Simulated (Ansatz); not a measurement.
One change: `N#[C][Ga]([Cl])[Cl]` becomes `C=[CH][Ga]([Cl])[Cl]`.

Ansatz, PBE0-D4/def2-TZVP geometries, multiplicity 1. Each molecule was computed in one conformer, which needn't be the lowest.

Scalar relativity is left out up to krypton.

| property | `N#[C][Ga]([Cl])[Cl]` |
| --- | --- |
| HOMO–LUMO gap (B3LYP/def2-TZVPP) / eV | 6.70 |
| size of the dipole moment (PBE/def2-TZVPP) / D | 2.05 |
| HOMO energy (PBE/def2-TZVPP) / eV | -8.40 |
| HOMO–LUMO gap (PBE0/def2-TZVPP) / eV | 7.24 |
| LUMO energy (ωB97M-V/def2-TZVPP) / eV | -0.73 |
| size of the dipole moment (ωB97M-V/def2-TZVPP) / D | 2.08 |

What does the change do to each property? (Best estimate.)

Ansatz gave: 
```tsv
property	`C=[CH][Ga]([Cl])[Cl]`	shift
HOMO–LUMO gap (B3LYP/def2-TZVPP) / eV	6.39	-0.31
size of the dipole moment (PBE/def2-TZVPP) / D	2.85	0.80
HOMO energy (PBE/def2-TZVPP) / eV	-7.47	0.93
HOMO–LUMO gap (PBE0/def2-TZVPP) / eV	6.88	-0.36
LUMO energy (ωB97M-V/def2-TZVPP) / eV	0.03	0.76
size of the dipole moment (ωB97M-V/def2-TZVPP) / D	2.87	0.79
```

With PBE0 the HOMO rises by 1.10 eV and the LUMO rises by 0.74 eV, so the gap narrows by about 0.36 eV. PBE moves the HOMO by 0.93 eV and ωB97M-V by 1.13 eV. The zero-point energy changes by 89.8 kJ/mol with +9 modes. Dipoles are sizes alone; their direction can turn.

B3LYP here is the variant with VWN-RPA as its local correlation; programs differ in this.
